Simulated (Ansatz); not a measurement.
**How methods differ on AsH2 (SMILES [AsH2])**

AsH2 has 3 atoms, charge 0, and is taken as a doublet. SMILES: `[AsH2]`. Geometry: relaxed at PBE0-D4/def2-TZVP. The run starts from this shape.

```tsv
atom	x (Å)	y (Å)	z (Å)
As	-0.5733	0.3274	-0.2748
H	0.6804	0.7957	0.4591
H	-0.1071	-1.1232	-0.1843
```

Quantity: the adiabatic ionisation energy (to the singlet cation, no zero-point term), in eV. The values are calculated.

| level | kind | program | value (eV) |
| --- | --- | --- | --- |
| UHF/STO-3G | Hartree–Fock | Ansatz | 6.86 |
| UHF/3-21G | Hartree–Fock | Ansatz | 8.92 |
| UHF/6-31G* (Cartesian functions) | Hartree–Fock | Ansatz | 8.87 |
| USVWN5/def2-TZVP | LDA | Ansatz | 9.57 |
| UPBE/def2-SVP | GGA | Ansatz | 9.44 |
| UPBE-D3(BJ)/def2-TZVP | GGA | Ansatz | 9.46 |
| U-r2SCAN/def2-SVP | meta-GGA | Ansatz | 9.70 |
| UB3LYP/6-31G* (Cartesian functions) | global hybrid | Ansatz | 9.45 |
| UMP2/6-31G* (Cartesian functions) | perturbation theory | Ansatz | 9.26 |
| UCCSD/cc-pVDZ | coupled cluster or CI | Ansatz | 9.15 |

All-electron rows without a relativistic Hamiltonian named are non-relativistic. The values span 6.86 to 9.70 eV. Spin contamination of the reference (⟨S²⟩ at least 0.1 too high) touches UHF/STO-3G, UHF/3-21G, UHF/6-31G*, UMP2/6-31G*, UCCSD/cc-pVDZ. In the correlated wave-function rows the outer d shell of As is correlated, in sets not made for it. Without the sets that lack polarisation functions the rows with a basis span only 8.87 to 9.70 eV.
